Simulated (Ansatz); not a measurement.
Basis-set extrapolation for CH7B2N (`BCBN`) (PBE0-D4/def2-TZVP geometry, frozen core, the Gaussian-basis code of Ansatz). Multiplicity 1, RHF reference.

```tsv
	def2-TZVPP	def2-QZVPP
HF	-145.851381	-145.858642
MP2 correlation	-0.595419	-0.634284
CCSD(T) correlation	-0.662932	not run
```

Energies in hartree. Use E(X) = E(∞) + A·exp(−7.88·√X) for Hartree–Fock and E(X) = E(∞) + B·X^(−2.97) for correlation, with X = 3 and 4, and add CCSD(T) minus MP2 of the smaller set to the MP2 limit.

Task: What is the CCSD(T) energy at the basis-set limit?

Result: HF limit: -145.858642 + (-0.007261) × 0.13774 = -145.85964. MP2 limit: -0.634284 + (-0.038865) × 0.74074 = -0.66307. Higher-order term: -0.662932 − (-0.595419) = -0.06751. Total: -146.59022 hartree, 2.07 eV below CCSD(T)/def2-TZVPP.
